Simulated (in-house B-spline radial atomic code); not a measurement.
Configurations of Nd6+, with energies counted from [Kr] 4d10 (4f5/2)2 5s2 (5p1/2)2 (5p3/2)2. Level of theory: Dirac-Hartree-Fock, average of each configuration as written, Fermi nucleus of rms radius 4.9123 fm; calculated with an all-electron radial atomic-structure program (B-spline basis). Energies include first-order Breit, QED and recoil terms.

Occupations are held fixed; configurations that lie above the ionisation limit could autoionise.

| configuration | E - E(ref) (eV) | highest orbital | its <r> (bohr) |
| --- | --- | --- | --- |
| [Kr] 4d10 (4f5/2)1 (4f7/2)1 5s2 (5p3/2)4 | 9.8938 | 4f7/2 | 0.8526 |
| [Kr] 4d10 (4f7/2)1 5s2 (5p1/2)1 (5p3/2)3 (5d3/2)1 | 27.332 | 5d3/2 | 1.822 |
| [Kr] 4d10 (4f5/2)2 5s2 (5p3/2)3 (5d5/2)1 | 37.608 | 5d5/2 | 1.869 |
| [Kr] 4d10 (4f5/2)2 5s2 (5p1/2)2 (5p3/2)1 (6d3/2)1 | 58.468 | 6d3/2 | 3.605 |
| [Kr] 4d10 (4f7/2)1 5s2 (5p3/2)4 (9p3/2)1 | 86.21 | 9p3/2 | 9.866 |
| [Kr] 4d10 (4f5/2)2 5s2 (5p1/2)1 (5p3/2)2 (9d3/2)1 | 86.599 | 9d3/2 | 11.15 |
| [Kr] (4d3/2)3 (4d5/2)6 (4f7/2)2 5s2 (5p1/2)1 (5p3/2)3 (8f5/2)1 | 206.66 | 8f5/2 | 10.04 |

Order these further configurations by energy, lowest first.
A. [Kr] 4d10 (4f5/2)1 5s2 (5p3/2)4 (7p1/2)1
B. [Kr] (4d3/2)4 (4d5/2)5 (4f5/2)1 (4f7/2)1 5s2 (5p3/2)4 7s1
C. [Kr] 4d10 (4f7/2)1 5s2 (5p1/2)1 (5p3/2)3 (9g9/2)1
D. [Kr] 4d10 (4f7/2)2 5s2 (5p1/2)2 (5p3/2)2
E. [Kr] (4d3/2)4 (4d5/2)5 (4f7/2)2 5s2 (5p3/2)4 (9p3/2)1

D (1.3583 eV), A (70.956 eV), C (86.885 eV), B (189.9 eV), E (209.34 eV).

How far above the reference does [Kr] 4d10 (4f7/2)2 5s2 (5p1/2)1 (5p3/2)3 lie?

4.8888 eV; its least bound orbital is 4f7/2 with <r> = 0.8509 bohr.

How far above the reference does [Kr] 4d10 (4f5/2)2 5s2 (5p1/2)2 (5p3/2)1 (8d5/2)1 lie?

78.423 eV; its least bound orbital is 8d5/2 with <r> = 8.265 bohr.
